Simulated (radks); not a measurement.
The numbers below are computed, except where a source is named.
Spherical quantum dot in the effective-mass picture: electrons in a hard-walled sphere of radius 1.78, all in effective atomic units (hartree* = m*/eps^2 hartree, bohr* = eps/m* bohr), one dielectric constant everywhere. Level of theory: non-relativistic Kohn-Sham, PBEsol, spin-polarised, spherical densities (a radial shooting solver with Libxc functionals). Levels are named by radial order and angular momentum (1s, 1p, 1d, 2s, ...), and open shells are averaged over m.

N = 4, configuration 1s2 1p(up 2, down 0). This is the lowest configuration that the search found. Occupied and some empty levels:

level,occupation,eigenvalue (hartree*),<r> (bohr*)
1s up,1,4.4023,0.9497
1s down,1,4.5786,0.9415
1p up,2,5.8259,1.085
1p down,0,6.0287,1.083
1d up,0,7.7569,1.172
1d down,0,7.9684,1.171
2s up,0,9.1436,0.8677
2s down,0,9.2595,0.8705
1f up,0,10.138,1.233
1f down,0,10.351,1.234

Energy (hartree*): total 14.2949, kinetic 9.6014, external 0, Hartree 7.0554, exchange-correlation -2.3620.
